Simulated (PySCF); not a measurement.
**From computed data to an observable: entropy of an ideal gas**

Si(H)(Cl)3 cation (Cl₃HSi), SMILES Cl[SiH](Cl)Cl (connectivity only; charge and spin as stated), charge +1, multiplicity 2.

Geometry optimised at r2SCAN-D4/def2-SVP. The multiplicity is an assumed one; other spin states were not compared. The isomer is the one that the SMILES or the coordinates give; other isomers of the formula were not compared.

r2SCAN-D4/def2-SVP run with PySCF gives the harmonic wavenumbers 169, 169, 215, 308, 308, 412, 658, 658, 1518 cm⁻¹ and the rotational temperatures 0.1127, 0.1127, 0.0579 K. The molar mass is 135.44 g/mol, the symmetry number 3, the spin multiplicity 2.

Task: Work out the entropy at 298.15 K and 1 atm in the rigid-rotor, harmonic-oscillator model.

Result: 
Translation (Sackur–Tetrode at 1 atm): S = R[1.5 ln M + 2.5 ln T − 1.16487] = 170.0 J/(mol K).
Rotation: q = (√π/σ) T^1.5/√(θA θB θC) = 112000, S = R[ln q + 3/2] = 109.1 J/(mol K).
Vibration: with u = 1.4388 ν/T, each mode gives R[u/(e^u − 1) − ln(1 − e^−u)]:
```
ν (cm⁻¹)  modes     u  S (J/(mol K))
--------  -----  ----  -------------
169           2  0.82          20.47
215           1  1.04           8.37
308           2  1.49          11.49
412           1  1.99           3.85
658           2  3.18           3.01
1518          1  7.33           0.05
```
These are all the modes. Sum 47.2 J/(mol K).
Spin: R ln 2 = 5.8 J/(mol K).
Total 332.1 J/(mol K); the program's own thermochemistry gives 332.1. Translation makes up 51 % and vibration 14 %. Anharmonicity, hindered rotation and orbital degeneracy are left out.
